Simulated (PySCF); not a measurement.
**SMILES CC(=O)CP1(=O)CCC1, C6H11O2P**

Geometry (Å), atoms numbered from 1 in this order:
```xyz
20

C     2.9858    0.2419   -0.6052
C     1.8035    0.7473    0.1608
O     1.5273    1.9151    0.2867
C     0.8985   -0.3290    0.7034
P    -0.3384   -0.5262   -0.6596
O     0.2434   -1.0342   -1.9061
C    -1.8836   -1.2496    0.0671
C    -2.4219    0.1751    0.3102
C    -1.4566    0.9421   -0.6177
H     3.6188   -0.3707    0.0333
H     3.5603    1.0704   -1.0104
H     2.6147   -0.3846   -1.4168
H     1.4051   -1.2830    0.8451
H     0.3914   -0.0037    1.6094
H    -1.8193   -1.8912    0.9424
H    -2.4337   -1.7718   -0.7158
H    -3.4729    0.3008    0.0556
H    -2.2837    0.4729    1.3485
H    -1.0672    1.8813   -0.2339
H    -1.8768    1.1078   -1.6097
```

Method: GIAO PBE/pcSseg-1 magnetisability, rotational g tensor and spin-rotation constants, non-relativistic, gas phase (PySCF 2.14.0). Geometry: GFN2-xTB.

Q: Give the nuclear spin-rotation constants along the inertial axes (H = +C I·J) beside the isotropic shieldings.

A: Rotational constants 2.4816, 1.0463, 0.8959 GHz. A star marks the isotopologue with that one atom substituted, in its own axes.
```csv
atom,isotope,Caa (kHz),Cbb (kHz),Ccc (kHz),mean (kHz),σ (ppm)
P5,31P,4.737,1.448,1.550,2.578,281.2
H10,1H,-0.193,-0.108,-0.005,-0.102,29.4
H11,1H,-0.070,-0.111,-0.049,-0.077,29.8
H12,1H,-0.175,0.004,-0.089,-0.087,28.3
H13,1H,-0.255,-0.041,-0.028,-0.108,28.3
H14,1H,-0.220,-0.021,-0.074,-0.105,29.3
H15,1H,-0.261,-0.132,0.043,-0.117,29.2
H16,1H,-0.075,-0.055,-0.086,-0.072,28.9
H17,1H,0.029,-0.113,-0.084,-0.056,29.8
H18,1H,-0.263,-0.036,-0.054,-0.118,30.3
H19,1H,-0.147,-0.002,-0.094,-0.081,28.3
H20,1H,-0.248,-0.110,0.021,-0.113,29.1
C1,13C*,0.379,0.194,0.169,0.247,146.0
C2,13C*,1.160,0.478,0.326,0.655,-21.6
O3,17O*,-1.192,-0.953,-0.345,-0.830,-327.6
C4,13C*,0.467,0.228,0.177,0.290,129.9
O6,17O*,-0.472,-0.255,-0.161,-0.296,147.8
C7,13C*,0.442,0.182,0.190,0.271,137.9
C8,13C*,0.347,0.149,0.110,0.202,172.4
```
For the geometry as given, no vibrational averaging.
